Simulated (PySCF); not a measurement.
# Reading the logs of faulty runs: BGeH4NO

All numbers below are calculated, not measured. The program is PySCF 2.14.0, an open-source quantum chemistry code, run on an isolated molecule that a program drew, which may never have been made. The molecule is BGeH4NO (charge 0, singlet), drawn as the SMILES string `O=B[NH][GeH3]`.

Each row is a Hartree-Fock (HF) and frozen-core CCSD(T) single point in the cc-pVDZ basis, meant for a local HF minimum. Run 1 is clean. Each other run has one planted mistake out of seven kinds, and not every kind appears here: one electron removed, one electron added, multiplicity raised by two, geometry at a saddle point, minimal basis STO-3G, one bond length entered in bohr, all coordinates scaled. The reference is restricted for singlets and unrestricted otherwise, and also for a bond in bohr. Adding or removing an electron swaps singlet and doublet. Electrons count all cores. HOMO and LUMO are orbital energies over both spins, the gradient is its largest component, and the lowest frequency (negative if imaginary) is given only where the gradient is small. Bond lengths are over the 7 bonds as drawn. T1 is the CCSD diagnostic: over 0.02 (restricted) or 0.045 (unrestricted) a single reference is doubtful. Germanium has the cc-pVDZ-PP basis, with a core potential (ECP10MDF) in place of its 10 inner electrons, and its 3s, 3p and 3d shells are frozen in CCSD(T).

Geometry of the clean run:
```xyz
8
BGeH4NO, angstrom
O     0.3962    2.8618    0.7153
B     0.2227    1.7175    0.4042
N     0.0105    0.3970    0.0531
Ge   -1.4111   -0.6852    0.5833
H     0.7030   -0.0067   -0.5505
H    -0.8484   -1.8889    1.3355
H    -2.2841    0.1836    1.4781
H    -2.1598   -1.1463   -0.6649
```

| run | electrons | basis functions | <S^2> | HOMO (eV) | LUMO (eV) | gradient (hartree/bohr) | lowest frequency (cm^-1) | mean bond (Å) | longest bond (Å) | T1 | HF (hartree) | CCSD(T) (hartree) | mistake |
|---|---|---|---|---|---|---|---|---|---|---|---|---|---|
| 1 | 56 | 85 | 0.000 | -11.39 | 3.03 | 1.7e-05 | 52 | 1.4320 | 1.864 | 0.0157 | -449.79843 | -450.36767 | no fault |
| 2 | 56 | 85 | 1.211 | -9.50 | 2.95 | 1.5e-02 | - | 1.5844 | 2.265 | 0.0506 | -449.54976 | -450.07976 | one bond length entered in bohr |
| 3 | 56 | 85 | 0.000 | -11.47 | 3.20 | 7.4e-02 | - | 1.3891 | 1.808 | 0.0145 | -449.78932 | -450.35132 | ? |
| 4 | 55 | 85 | 0.919 | -17.51 | -7.33 | 5.8e-02 | - | 1.4320 | 1.864 | 0.0384 | -449.45531 | -449.99938 | ? |

**Which mistake was planted in run 3, and what did it cost?**

The mean and the longest bond both change by the same factor, 0.970, and the gradient is no longer small. So the mistake is: all coordinates scaled. Subtracting run 1 and multiplying by 627.51 kcal/mol a hartree, the energy moved by 5.7 kcal/mol in HF and 10.3 kcal/mol in CCSD(T).

**Which mistake was planted in run 4, and what did it cost?**

It counts 55 electrons, one fewer than the clean run, at the same geometry and basis. So the mistake is: one electron removed. Subtracting run 1 and multiplying by 627.51 kcal/mol a hartree, the energy moved by 215.3 kcal/mol in HF and 231.1 kcal/mol in CCSD(T).

Cautions from the logs. Run 2: T1 is over the limit, so its CCSD(T) energy is less reliable.
